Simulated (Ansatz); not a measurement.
Mulliken charges of `[AlH2][NH][Ga]([Cl])[GaH2]` from ωB97M-V/def2-TZVPP in Ansatz (PBE0-D4/def2-TZVP geometry).

```tsv
atom	x (Å)	y (Å)	z (Å)	charge (e)
Al1	-1.582	0.089	0.536	0.480
N2	-0.876	-1.280	-0.303	-0.315
Ga3	0.925	-0.960	-0.723	0.291
Cl4	1.864	-2.604	-1.758	-0.286
Ga5	1.337	1.296	0.165	0.018
H6	-3.026	0.345	1.104	-0.073
H7	-0.494	1.303	0.742	-0.166
H8	-1.335	-2.145	-0.550	0.099
H9	1.969	1.436	1.594	-0.024
H10	1.216	2.519	-0.808	-0.024
```

**Question.** By hand: the dipole of these point charges (1 e Å = 4.8032 D).

**Answer.** Σ q r = (-0.629, 0.386, 0.371) e Å, of length 0.826 e Å = 3.97 D.

**Question.** How does the dipole of the full density compare? (Estimate.)

**Answer.** Computed: (-0.575, 0.111, 0.230) e Å, 3.02 D; the point charges give 1.31 times that, at 20° from its direction.

Point charges leave out the atoms' own dipoles, such as those of lone pairs, and Mulliken's split depends on the basis, so the two needn't agree.
